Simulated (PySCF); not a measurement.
## Sn⁺: excitation energy

Sn⁺ [Kr] 4d10 5s2 5p1 (2P) → Sn⁺ [Kr] 4d10 5s1 5p2 (4P), as a difference of total energies. Calculation: PySCF 2.14, in x2c-TZVPPall; scalar relativity by spin-free X2C-1e. Correlated levels: valence: [Kr] 4d10 frozen; valence and next inner shell: [Ar] 3d10 frozen. The calculations carry no spin-orbit coupling.

Task: Order these methods by the excitation energy they give, lowest first.
A. MN15
B. PBEsol
C. LDA
D. PBE

Result: A (5.977 eV), B (6.104 eV), D (6.169 eV), C (6.428 eV).

Errors of the correlated levels include the incompleteness of this basis and the frozen core.

For comparison: 5.753 eV (measured; NIST levels, between the centres of gravity of the two terms).
